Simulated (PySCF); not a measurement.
# Krypton: a sound run and one with changed settings

Sound run: Kr [Kr], Kr⁺ [Ar] 3d10 4s2 4p5. Computed with PySCF 2.14 in cc-pVTZ-DK (6s5p3d1f, 43 functions), with the spin-free X2C one-electron Hamiltonian (Gaussian nucleus). In the sound run the correlated levels freeze [Ar] 3d10. The sound run starts from symmetry-adapted Hartree-Fock orbitals and uses a fine grid where one is needed.

Changed run: no relativity, point nucleus. This setting is unsound on purpose.

| species | method | sound run (hartree) | changed run (hartree) | converged |
| --- | --- | --- | --- | --- |
| Kr | UHF | -2788.17305 | -2726.69166 | yes |
| Kr | r2SCAN | -2790.00614 | -2728.55052 | yes |
| Kr | PBE | -2789.66030 | -2728.21759 | yes |
| Kr | MP2 | -2788.34432 | -2726.86254 | yes |
| Kr | CCSD(T) | -2788.36512 | -2726.88387 | yes |
| Kr⁺ | UHF | -2787.69343 | -2726.20996 | yes |
| Kr⁺ | r2SCAN | -2789.48609 | -2728.02844 | yes |
| Kr⁺ | PBE | -2789.14486 | -2727.69968 | yes |
| Kr⁺ | MP2 | -2787.83065 | -2726.34729 | yes |
| Kr⁺ | CCSD(T) | -2787.85438 | -2726.37187 | yes |

Ionisation energy of Kr:

```tsv
method	sound run (eV)	changed run (eV)
UHF	13.051	13.108
r2SCAN	14.151	14.206
PBE	14.026	14.093
MP2	13.978	14.021
SCS-MP2	13.893	13.935
CCSD	13.861	13.897
CCSD(T)	13.898	13.932
```

Most of the change in total energy is the relativistic energy itself. On top of that the contraction fixes the core shape for the Hamiltonian it was made with, so the changed run is not a good calculation with the other Hamiltonian either.

For comparison, NIST gives 14.000 eV between the lowest levels.
